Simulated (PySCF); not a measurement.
Screening by computed properties: pick the candidate that meets the target.

Species are written as SMILES; each is one conformer at its optimised geometry, gas phase, non-relativistic unless stated; the electronic structure was computed with PySCF and density fitting.

Dipoles, sizes and rotational constants follow the conformer. The torsions of the flexible species, by atom-mapped SMILES:
- `[N:1]#[C:2]/[CH:3]=[C:4](\[Cl:5])[CH2:6][C:7]#[N:8]`: C3–C4–C6–C7 -1°
- `[NH2:1][SiH2:2][SH:3]`: H–N1–Si2–S3 178°, H–N1–Si2–S3 -41°, H–S3–Si2–N1 -52°
- `[NH2:1][C:2](=[O:3])[CH2:4][OH:5]`: N1–C2–C4–O5 180°, H–N1–C2–O3 -179°, H–N1–C2–O3 0°, H–O5–C4–C2 0°

The conformers of `FC1=CCC[P@H]1=S` aren't listed.

Question: Wanted: electronic spatial extent ⟨r²⟩ about the centre of nuclear charge between 400 bohr² and 1200 bohr² (CAM-B3LYP/def2-SVPD) and static isotropic polarisability above 70 au (CAM-B3LYP/def2-SVPD), at GFN2-xTB geometries. Which candidate meets both?
A. `N[SiH2]S`
B. `N#C/C=C(\Cl)CC#N`
C. `[SiH3]P([SiH3])[SiH3]`
D. `NC(=O)CO`

Answer: C. Computed values:
```
              species  electronic spatial extent ⟨r²⟩ about the centre of nuclear charge  static isotropic polarisability
             N[SiH2]S                                                          392 bohr²                          56.7 au
             NC(=O)CO                                                          409 bohr²                          41.9 au
[SiH3]P([SiH3])[SiH3]                                                         1026 bohr²                         111.7 au
     N#C/C=C(\Cl)CC#N                                                         1279 bohr²                          79.8 au
```

Question: Wanted: HOMO energy between -9 eV and -8.1 eV (CAM-B3LYP/def2-SVPD) and HOMO–LUMO gap above 9.3 eV (CAM-B3LYP/def2-SVPD), at GFN2-xTB geometries. Which candidate meets both?
A. `N[SiH2]S`
B. `NC(=O)CO`
C. `N#C/C=C(\Cl)CC#N`
D. `FC1=CCC[P@H]1=S`
E. `[SiH3]P([SiH3])[SiH3]`

Answer: A. Computed values:
| species | HOMO energy | HOMO–LUMO gap |
| --- | --- | --- |
| N#C/C=C(\Cl)CC#N | -9.74 eV | 8.61 eV |
| NC(=O)CO | -9.44 eV | 10.37 eV |
| N[SiH2]S | -8.66 eV | 9.60 eV |
| [SiH3]P([SiH3])[SiH3] | -8.21 eV | 9.00 eV |
| FC1=CCC[P@H]1=S | -8.05 eV | 8.34 eV |
